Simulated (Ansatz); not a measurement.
Reaction (substitution at a C–Si bond): `C[Si@H]1S[C@H]1F` + `FB(S)Cl` → `CSB(F)Cl` + `FC1[SiH2]S1`

Isolated molecules relaxed with PBE0-D4/def2-TZVP in Ansatz; ΔE leaves out vibrations. CCSD(T)/CBS adds triple-zeta CCSD(T) − MP2 to the extrapolated MP2 energy (def2 sets, frozen cores). Functionals use def2-TZVPP. B3LYP here is the variant with VWN-RPA as its local correlation; programs differ in this. One conformer a species, not always the lowest.

```json
{"level": "PBE-D4", "ΔE (kJ/mol)": "57.1", "difference from CCSD(T)/CBS": "-1.7"}
{"level": "r2SCAN-D4", "ΔE (kJ/mol)": "60.3", "difference from CCSD(T)/CBS": "1.5"}
{"level": "B3LYP-D4", "ΔE (kJ/mol)": "57.8", "difference from CCSD(T)/CBS": "-1.0"}
{"level": "ωB97X-V", "ΔE (kJ/mol)": "58.2", "difference from CCSD(T)/CBS": "-0.6"}
{"level": "PBE0", "ΔE (kJ/mol)": "58.5", "difference from CCSD(T)/CBS": "-0.3"}
{"level": "B3LYP", "ΔE (kJ/mol)": "56.7", "difference from CCSD(T)/CBS": "-2.1"}
{"level": "MP2/def2-TZVPP", "ΔE (kJ/mol)": "61.5", "difference from CCSD(T)/CBS": "2.7"}
{"level": "CCSD(T)/def2-TZVPP", "ΔE (kJ/mol)": "60.1", "difference from CCSD(T)/CBS": "1.3"}
{"level": "MP2/def2-QZVPP", "ΔE (kJ/mol)": "60.7", "difference from CCSD(T)/CBS": "1.9"}
{"level": "SCS-MP2/def2-QZVPP", "ΔE (kJ/mol)": "57.5", "difference from CCSD(T)/CBS": "-1.3"}
{"level": "CCSD(T)/CBS", "ΔE (kJ/mol)": "58.8", "difference from CCSD(T)/CBS": "0"}
```

Largest T1 diagnostic among the species: 0.014.

In def2-TZVPP, CCSD(T) changes the Hartree–Fock value by +3.5 kJ/mol (the triples alone add −0.6 kJ/mol) and MP2 by +4.9 kJ/mol.
